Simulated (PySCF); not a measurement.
An unknown shows these calculated signals:

1H NMR (300 MHz, computed): δ 7.65 (m, 2H), 7.56 (m, 1H), 7.54 (m, 2H), 4.63 (m, 2H), 3.14 (m, 2H).

13C{1H} NMR (computed): δ 141.2 (C), 134.9 (CH), 134.5 (CH), 132.3 (CH), 89.3 (CH2), 42.8 (CH2).

[PySCF: shielding tensors at PBE0/pcSseg-1 (GIAO); geometry from GFN2-xTB; in vacuum; no relativistic terms; one computed conformer; equivalent nuclei averaged]

Shifts are taken against calculated references (same method and geometry level): TMS for 1H, 13C.

Task: Which of these does the molecule contain: a tert-butyl group, a benzene ring, a vinyl group CH=CH2, a heteroaromatic ring?

Result: 
- A tert-butyl group: no.
- A benzene ring: yes.
- A vinyl group CH=CH2: no.
- A heteroaromatic ring: no.

The data belong to `FCCc1ccccc1`, C8H9F; they needn't prove each group on their own.

Carbon signals by region: 4 in the sp2 and nitrile region (100–160 ppm), 1 at 50–100 ppm, 1 below 50 ppm.

Splittings by 19F in the carbon and heteronuclear signals aren't shown, as no couplings were computed. Shifts are as computed. Against solution values, carbons near 30 ppm lie about +3 ppm off and those near 130 ppm about +5 ppm. Of 1211 compounds with measured shifts, 218 miss one by over three times the rms of a fit or turn the order of signals round; such compounds aren't used in these exercises. Multiplicities follow the n + 1 count of equivalent neighbours, as no J values were calculated; m marks all less simple cases, F and P coupling included.
